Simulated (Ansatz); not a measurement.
SeF4, SMILES F[Se](F)(F)F.

Coordinates come from a TPSSh-D3(BJ)/def2-SVP optimisation. The isomer is the one that the SMILES or the coordinates give; other isomers of the formula were not compared.

Two levels are set side by side: PBE/def2-SVPD (Ansatz, an electronic-structure program) and PBE0/def2-SVPD (Ansatz). Energy differences of separate SCF runs at the same geometry; the states with an electron removed or added have multiplicity 2 and 2. Differences are taken from unrounded values.

```tsv
quantity	PBE0	PBE	PBE minus PBE0
vertical ionisation energy (eV)	13.10	12.72	-0.39
vertical electron affinity (eV)	0.94	0.75	-0.18
vertical singlet–triplet gap (eV)	4.79	4.75	-0.04
```
